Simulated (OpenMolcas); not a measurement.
Ho3+ with 8 ligands (fluoride) in square antiprismatic coordination (D4d), a polar angle of 61.9° against the regular 57.3°. A charge of +0.625 e stands 2.6 Å behind each ligand. Ligand basis ANO-RCC-VDZP.

```yaml
Program: OpenMolcas 26.06
Method: CASSCF
Basis: ANO-RCC-VDZP [7s6p4d2f1g]
Scalar_Hamiltonian: DKH2, point nucleus
Active_space: 10 electrons in 7 orbitals (4f)
State_averaging: 2S+1 = 5 even, 35 roots (30 in the spin-orbit step); 2S+1 = 3 even, 106 roots kept (CI in the orbitals of an earlier block); 2S+1 = 1 even, 31 roots kept (CI in the orbitals of an earlier block)
Spin-orbit_coupling: state interaction with AMFI integrals over the reference wave functions
```

All ligands move together. At R = 2.3 Å the width of the lowest J multiplet is 363 cm-1, and at R = 2.33 Å it is 340 cm-1.

Task: A third run gives 293 cm-1. What distance was it run at?

Result: With a power law R^-n the two known points give n = -ln(340 / 363) / ln(2.33 / 2.3) = 5.05. Then R = 2.3 × (363 / 293)^(1/5.05) = 2.400 Å. The run was at 2.41 Å, so the estimate is off by -0.010 Å.

High states are left out of the spin-orbit mixing, which shifts the levels that they would mix with. Without dynamic correlation the ligand-field splitting of an f shell can come out too small, at times by half. A group larger than the point group allows holds several states that coincide in this model. No measured value stands beside these numbers; the geometry was imposed, not optimised, and the real ion may take another.
